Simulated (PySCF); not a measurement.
Computed shifts of a molecule C4H6BF, PBE/pcSseg-1 run with PySCF, GIAO, gas phase, equivalent atoms averaged, in ppm (number of nuclei): ¹⁹F: -66.9 (1). ¹³C: 190.7 (1), 141.2 (1), 40.2 (1), 19.1 (1). ¹H: 8.43 (1), 6.64 (1), 2.84 (2), 1.31 (2). References: ¹⁹F against CFCl3 (σ = 133.6 ppm); ¹¹B against BF3 (σ = 83.9 ppm); ¹³C against TMS (σ = 182.0 ppm); ¹H against TMS (σ = 31.49 ppm), references at their B3LYP-D3(BJ)/def2-TZVP geometries, non-relativistic. Geometry optimised at TPSSh-D3(BJ)/def2-SVP. Other conformers were not sampled.

**Question.** Pick the molecule that these values belong to.
(A) C=C1CB(F)C1
(B) FB1C=CCC1
(C) C#CB(F)CC
(D) C[C@H]1C=CB1F

**Answer.** B, FB1C=CCC1
